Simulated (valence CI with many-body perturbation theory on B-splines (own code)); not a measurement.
# Dy61+: electric-dipole lines

Level of theory: relativistic CI+MBPT: three valence electrons over a frozen Dirac-Fock core [He], radial functions for each j: 11 s, 11 p, 10 d, 8 f, 5 g, 2 h, with the one-electron correlation potential Σ1 (screened to all orders), the two-electron term Σ2, the three-electron term Σ3, Breit, model QED; selected single and double excitations, second order for the rest, scaled by the run's own slope (own B-spline code, finite nucleus).

No measured spectrum was set against this ion. As an estimate, large intervals hold to a few tenths of a per cent, small ones and those within an open d or f shell to about a per cent.

Lines 51 to 100 of 576 in falling wavelength, among levels below 95273 × 10³ cm⁻¹, chosen from the strongest by gf and those to the six lowest levels. Wavelengths and rates use the calculated energies. Electric multipoles are in the length gauge with retardation, E1 and E2 with the static RPA response of the core. Weak lines are less certain than strong ones. Lines between different terms over intervals too small for the method are left out, as are lines whose strength nearly cancels. The highest levels of a list are the least certain.

Levels are named by their leading jj configuration (3d3/2^4 stands for four electrons in 3d with j = 3/2), which in mixed levels can hold well under half, so a name can repeat and another be missing. Letters in brackets count levels of one name in rising energy.

| λ vac (nm) | Upper | Lower | A (s⁻¹) | log gf | Branch % |
| --- | --- | --- | --- | --- | --- |
| 9.063 | (2s 2p1/2 4p3/2) J=3/2 [a] | (2s 2p1/2 4s) J=1/2 [a] | 1.15e+11 | -0.25 | 0.1 |
| 9.048 | (2s 2p1/2 4p3/2) J=5/2 | (2s 2p1/2 4s) J=3/2 | 1.20e+11 | -0.05 | 0.3 |
| 8.985 | (2s 2p1/2 4p3/2) J=3/2 [b] | (2s 2p1/2 4s) J=3/2 | 4.74e+10 | -0.64 | 0.0 |
| 7.919 | (2s 2p1/2 2p3/2) J=3/2 [a] | (2s^2 2p3/2) J=3/2 | 7.66e+08 | -2.54 | 2.4 |
| 7.860 | (2p3/2^2 3d5/2) J=5/2 [a] | (2p3/2^2 3p3/2) J=5/2 | 1.58e+10 | -1.06 | 0.0 |
| 7.364 | (2p1/2 2p3/2 3p3/2) J=7/2 | (2s 2p3/2 3p3/2) J=5/2 [b] | 1.77e+10 | -0.94 | 0.0 |
| 6.380 | (2s 2p1/2 2p3/2) J=5/2 | (2s^2 2p3/2) J=3/2 | 6.64e+09 | -1.61 | 99.8 |
| 5.542 | (2s 2p1/2^2) J=1/2 | (2s^2 2p1/2) J=1/2 | 1.78e+10 | -1.79 | 100.0 |
| 5.328 | (2p1/2^2 3p3/2) J=3/2 | (2s 2p1/2 3p3/2) J=1/2 | 6.00e+10 | -0.99 | 0.0 |
| 5.308 | (2p1/2^2 4f7/2) J=7/2 | (2s 2p1/2 4f7/2) J=9/2 | 2.57e+10 | -1.06 | 0.0 |
| 5.253 | (2p1/2^2 2p3/2) J=3/2 | (2s 2p1/2 2p3/2) J=1/2 | 1.16e+10 | -1.72 | 0.4 |
| 5.232 | (2p1/2^2 4d5/2) J=5/2 | (2s 2p1/2 4d5/2) J=7/2 | 3.19e+10 | -1.11 | 0.0 |
| 5.068 | (2p1/2^2 3d5/2) J=5/2 | (2s 2p1/2 3d5/2) J=7/2 | 3.51e+10 | -1.09 | 0.0 |
| 4.832 | (2s 2p1/2 2p3/2) J=1/2 | (2s^2 2p3/2) J=3/2 | 1.41e+10 | -2.01 | 0.3 |
| 4.798 | (2s 2p1/2 2p3/2) J=3/2 [b] | (2s^2 2p3/2) J=3/2 | 1.01e+10 | -1.86 | 0.3 |
| 4.334 | (2p1/2 2p3/2 3d3/2) J=5/2 [b] | (2p1/2 2p3/2 3p1/2) J=3/2 [b] | 1.20e+11 | -0.69 | 0.0 |
| 4.271 | (2s 2p1/2 3d3/2) J=3/2 [b] | (2s 2p1/2 3p1/2) J=1/2 [b] | 1.20e+11 | -0.88 | 0.0 |
| 4.253 | (2p1/2 2p3/2 3d3/2) J=3/2 [b] | (2p1/2 2p3/2 3p1/2) J=3/2 [b] | 1.41e+11 | -0.82 | 0.0 |
| 4.195 | (2s 2p1/2 3d3/2) J=1/2 | (2s 2p1/2 3p1/2) J=1/2 [b] | 2.10e+11 | -0.96 | 0.0 |
| 4.157 | (2p1/2^2 2p3/2) J=3/2 | (2s 2p1/2 2p3/2) J=5/2 | 6.22e+10 | -1.19 | 2.1 |
| 4.128 | (2p1/2 2p3/2 3d3/2) J=1/2 [b] | (2p1/2 2p3/2 3p1/2) J=3/2 [b] | 1.97e+11 | -1.00 | 0.0 |
| 4.115 | (2s 2p3/2 3d3/2) J=5/2 [a] | (2s 2p3/2 3p1/2) J=5/2 | 1.39e+11 | -0.67 | 0.0 |
| 4.105 | (2p3/2^2 3p3/2) J=5/2 | (2p3/2^2 3s) J=3/2 | 1.76e+11 | -0.57 | 0.1 |
| 4.086 | (2p3/2^2 3p3/2) J=1/2 | (2p3/2^2 3s) J=3/2 | 3.64e+11 | -0.74 | 0.1 |
| 4.085 | (2s 2p3/2 3d3/2) J=5/2 [a] | (2s 2p3/2 3p1/2) J=3/2 [a] | 1.15e+11 | -0.76 | 0.0 |
| 4.078 | (2p1/2 2p3/2 3p3/2) J=3/2 [a] | (2p1/2 2p3/2 3s) J=3/2 [b] | 9.99e+10 | -1.00 | 0.0 |
| 4.077 | (2p3/2^2 3d3/2) J=5/2 | (2p3/2^2 3p1/2) J=5/2 | 1.32e+11 | -0.70 | 0.0 |
| 4.071 | (2p3/2^2 3d3/2) J=3/2 [a] | (2p3/2^2 3p1/2) J=3/2 | 2.00e+11 | -0.70 | 0.0 |
| 4.070 | (2p3/2^2 3d3/2) J=3/2 [b] | (2p3/2^2 3p1/2) J=1/2 | 2.27e+11 | -0.65 | 0.0 |
| 4.062 | (2p3/2^2 3d3/2) J=7/2 | (2p3/2^2 3p1/2) J=5/2 | 2.58e+11 | -0.29 | 0.0 |
| 4.047 | (2p3/2^2 3d3/2) J=5/2 | (2p3/2^2 3p1/2) J=3/2 | 1.19e+11 | -0.75 | 0.0 |
| 4.038 | (2p1/2 2p3/2 3d3/2) J=3/2 [a] | (2p1/2 2p3/2 3p1/2) J=3/2 [a] | 9.04e+10 | -1.05 | 0.0 |
| 4.029 | (2s 2p3/2 3d3/2) J=7/2 | (2s 2p3/2 3p1/2) J=5/2 | 2.38e+11 | -0.33 | 0.0 |
| 4.026 | (2s 2p3/2 3d3/2) J=5/2 [b] | (2s 2p3/2 3p1/2) J=3/2 [b] | 2.50e+11 | -0.44 | 0.0 |
| 4.022 | (2p1/2 2p3/2 3d3/2) J=5/2 [a] | (2p1/2 2p3/2 3p1/2) J=3/2 [a] | 1.96e+11 | -0.54 | 0.2 |
| 4.014 | (2s 2p3/2 3d3/2) J=3/2 [a] | (2s 2p3/2 3p1/2) J=3/2 [a] | 2.19e+11 | -0.68 | 0.0 |
| 4.012 | (2s 2p1/2 3d3/2) J=3/2 [a] | (2s 2p1/2 3p1/2) J=1/2 [a] | 2.43e+11 | -0.63 | 0.1 |
| 4.001 | (2s 2p3/2 3p3/2) J=3/2 [a] | (2s 2p3/2 3s) J=3/2 [a] | 3.16e+11 | -0.52 | 0.1 |
| 3.998 | (2p3/2^2 3d3/2) J=1/2 | (2p3/2^2 3p1/2) J=3/2 | 2.64e+11 | -0.90 | 0.0 |
| 3.994 | (2s^2 3d3/2) J=3/2 | (2s^2 3p1/2) J=1/2 | 2.54e+11 | -0.61 | 0.0 |
| 3.990 | (2p1/2 2p3/2 3d3/2) J=7/2 | (2p1/2 2p3/2 3p1/2) J=5/2 | 2.41e+11 | -0.34 | 1.3 |
| 3.984 | (2s 2p1/2 3d3/2) J=5/2 | (2s 2p1/2 3p1/2) J=3/2 | 2.42e+11 | -0.46 | 0.1 |
| 3.978 | (2p1/2^2 3d3/2) J=3/2 | (2p1/2^2 3p1/2) J=1/2 | 2.34e+11 | -0.65 | 0.1 |
| 3.971 | (2p3/2^2 3p3/2) J=7/2 | (2p3/2^2 3s) J=5/2 | 4.15e+11 | -0.11 | 0.1 |
| 3.970 | (2p3/2^2 3p3/2) J=5/2 | (2p3/2^2 3s) J=5/2 | 2.11e+11 | -0.52 | 0.1 |
| 3.967 | (2s 2p3/2 3d3/2) J=1/2 [a] | (2s 2p3/2 3p1/2) J=3/2 [a] | 2.96e+11 | -0.86 | 0.0 |
| 3.966 | (2s 2p1/2 3p3/2) J=3/2 [b] | (2s 2p1/2 3s) J=1/2 [b] | 2.17e+11 | -0.69 | 0.1 |
| 3.963 | (2p1/2 2p3/2 3d3/2) J=3/2 [a] | (2p1/2 2p3/2 3p1/2) J=1/2 | 1.42e+11 | -0.87 | 0.0 |
| 3.949 | (2p1/2 2p3/2 3p3/2) J=1/2 [a] | (2p1/2 2p3/2 3s) J=1/2 | 2.23e+11 | -0.98 | 0.1 |
| 3.941 | (2s 2p3/2 3d3/2) J=1/2 [b] | (2s 2p3/2 3p1/2) J=1/2 | 1.96e+11 | -1.04 | 0.0 |

Q: How does gf follow from A for the line at 5.253 nm?

A: gf = 1.4992 × (2J+1)_upper × A / σ², with σ = 1903754 cm⁻¹ and 2J+1 = 4: gf = 0.0192.
